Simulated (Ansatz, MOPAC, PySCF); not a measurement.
Species: CaCl₂, net charge 0, singlet state. SMILES: [Cl][Ca][Cl]
Geometry: optimised at B3LYP-D3(BJ)/def2-TZVP (Ansatz, a quantum-chemistry and plane-wave program).

Wanted: vertical electron affinity to the doublet, in eV. Terms: 6-31G* and kin with 6d, 5d where marked; each state is the SCF solution reached for its charge and spin; no spin-orbit coupling; non-relativistic; valence correlation only (noble-gas shells and the d and f shells of earlier blocks; the outer core of K, Ca and congeners matters and is frozen too); 6-311+G** with 5d, 6d on Na to Ar in Ansatz; UHF or UKS for open shells; dispersion terms only where a functional's name holds one; LANL2DZ with its own core potentials from Na on. Ab initio and DFT rows: single points at B3LYP-D3(BJ) geometries (Ansatz). Semi-empirical rows: differences of heats of formation at the shared geometry for vertical values.

```
level                              program  vertical electron affinity to the doublet (eV)
---------------------------------  -------  ----------------------------------------------
PM6                                  MOPAC                                            0.36
HF/6-31G*                           Ansatz                                            0.44
PBE/6-31G*                          Ansatz                                            0.97
B3LYP/6-31G*                        Ansatz                                            1.01
B3LYP/6-31G* with LANL2DZ past Ar   Ansatz                                            0.92
B3LYP/6-311+G**                     Ansatz                                            1.12
MP2/6-31G*                          Ansatz                                            0.55
MP2/6-31G* with LANL2DZ past Ar     Ansatz                                            0.35
MP2/6-311+G**                       Ansatz                                            0.65
M06-2X/def2-TZVPD                    PySCF                                            1.03
wB97M-V/def2-TZVPD                  Ansatz                                            0.67
```

No value to compare with is used here. The 9 habitual levels span 0.35 (MP2/6-31G* with LANL2DZ past Ar) to 1.12 eV (B3LYP/6-311+G**); M06-2X/def2-TZVPD gives 1.03.

The levels are drawn from those run, B3LYP/6-31G* more often than the rest, none by its result; runs whose electronic state is in doubt are left out.
